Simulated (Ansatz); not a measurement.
Geometry optimisation, RHF/def2-SVP (Ansatz 0.2.0).

Input file:

```yaml
crystal:
  periodic: [false, false, false]
  atoms:
    - { symbol: "N", position_ang: [-0.98878, 2.00946, 0.23372] }
    - { symbol: Zn, position_ang: [0.42279, 0.81383, 0.3405] }
    - { symbol: C, position_ang: [0.90479, -1.1277, 0.24924] }
    - { symbol: O, position_ang: [-0.18652, -1.26521, -0.67504] }
    - { symbol: H, position_ang: [-1.51103, 1.96872, -0.63237] }
    - { symbol: H, position_ang: [-0.87513, 2.99003, 0.44965] }
    - { symbol: H, position_ang: [1.83514, -1.45398, -0.22069] }
    - { symbol: H, position_ang: [0.72751, -1.73795, 1.13827] }
    - { symbol: H, position_ang: [-0.32876, -2.19721, -0.88329] }
basis:
  gaussian: { orbitals: def2-SVP }
hamiltonian:
  xc: hf
relax:
  f_tol: 0.015
  max_steps: 40
```

Run as:

```bash
$ ansatz run input.yaml --threads 1 --pin off --max-ram 2048MiB --backend cpu --events-out ev --progress --plain --runs-dir out
```

Question: Where does it end, and by what steps?

Answer: The forces met the threshold. After 8 steps the energy has fallen by 0.399 eV; H9 moved furthest, 0.87 Å.

```
step  energy less start (eV)  largest force component (eV/Å)  accepted
   0                  0.0000                           1.543       yes
   1                 -0.1862                           0.653       yes
   2                 -0.2834                           0.378       yes
   3                 -0.3381                           0.787       yes
   4                 -0.3875                           0.376       yes
   5                 -0.3963                           0.162       yes
   6                 -0.3984                           0.023       yes
   7                 -0.3986                           0.045       yes
   8                 -0.3987                           0.005       yes
```

```xyz
9
Properties=species:S:1:pos:R:3
N -0.902 2.327 0.177
Zn -0.141 0.656 0.140
C 0.674 -1.176 0.121
O -0.082 -1.957 -0.785
H -1.734 2.588 -0.317
H -0.473 3.152 0.549
H 1.727 -1.136 -0.185
H 0.665 -1.622 1.123
H 0.268 -2.833 -0.823
```

The run took 40 s on 1 thread of Intel(R) Xeon(R) Platinum 8259CL CPU @ 2.50GHz (Skylake/Cascade Lake), with other jobs on the host, peak memory 0.23 GiB.
